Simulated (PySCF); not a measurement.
Gas-phase reaction: ZrOCl₂ + O = ZrO₂ + Cl₂

Computed with PySCF and rigid-rotor harmonic-oscillator thermochemistry at 1 bar. S°(298 K) at PBE0/def2-TZVP differs from the NASA 1993 table for ZrO₂ (-6 J/mol/K); whether the harmonic model or the table's entry is off was not settled. † marks an energy on the PBE0/def2-TZVP geometry and frequencies; other levels use their own. Open shells (unrestricted): O (multiplicity 3, electronic degeneracy 9); the rest are closed-shell singlets. Spin-orbit splitting is ignored; it lowers the true energy and changes the entropy of O. B3LYP is the form with VWN-RPA correlation. Zr: scalar-relativistic def2 core potential, no spin-orbit coupling. ZrOCl₂: computed as isolated molecules; such fragments, hydroxides, amides, oligomers or adducts are transient or little studied in the gas. The harmonic model lacks anharmonicity and excited electronic states, which grow with temperature; levels with a mode under 35 cm⁻¹ are left out. Soft modes under 120 cm⁻¹ make the harmonic entropy rough for ZrOCl₂.

| level | ΔE electronic, kJ | ΔH°(298 K), kJ | ΔS°(298 K), J/K | ΔG°(1200 K), kJ |
|---|---|---|---|---|
| B3LYP/def2-TZVP† | 83 | 84 | -12 | 107 |
| M06-2X/def2-TZVP† | 105 | 106 | -12 | 129 |
| PBE0/def2-SVP† | 133 | 133 | -12 | 157 |
| PBE0/def2-TZVP | 95 | 95 | -12 | 119 |
| ωB97M-V/def2-TZVP† | 103 | 103 | -12 | 127 |
ΔH° is lowest at B3LYP/def2-TZVP† and highest at PBE0/def2-SVP†. No reference value is set beside these.
